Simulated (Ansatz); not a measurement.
One change: `FC(F)=N[SiH3]` becomes `CN=C(F)F`.

Ansatz, PBE0-D4/def2-TZVP geometries, multiplicity 1. 

| property | `FC(F)=N[SiH3]` |
| --- | --- |
| HOMO–LUMO gap (PBE0/def2-TZVPP) / eV | 8.34 |
| LUMO energy (B3LYP/def2-TZVPP) / eV | -0.59 |
| zero-point energy (PBE0-D4/def2-TZVP) / kJ/mol | 108.6 |
| LUMO energy (PBE0/def2-TZVPP) / eV | -0.31 |
| HOMO–LUMO gap (PBE/def2-TZVPP) / eV | 5.74 |
| HOMO energy (PBE0/def2-TZVPP) / eV | -8.65 |

**Question.** What does the change do to each property? (Estimate.)

**Answer.** Computed: 
```tsv
property	`CN=C(F)F`	shift
HOMO–LUMO gap (PBE0/def2-TZVPP) / eV	9.06	0.72
LUMO energy (B3LYP/def2-TZVPP) / eV	0.22	0.81
zero-point energy (PBE0-D4/def2-TZVP) / kJ/mol	142.1	33.5
LUMO energy (PBE0/def2-TZVPP) / eV	0.55	0.86
HOMO–LUMO gap (PBE/def2-TZVPP) / eV	6.30	0.56
HOMO energy (PBE0/def2-TZVPP) / eV	-8.52	0.13
```

With PBE0 the HOMO rises by 0.13 eV and the LUMO rises by 0.86 eV, so the gap widens by about 0.73 eV. PBE moves the HOMO by 0.23 eV and ωB97M-V by 0.05 eV.

B3LYP here is the variant with VWN-RPA as its local correlation; programs differ in this.
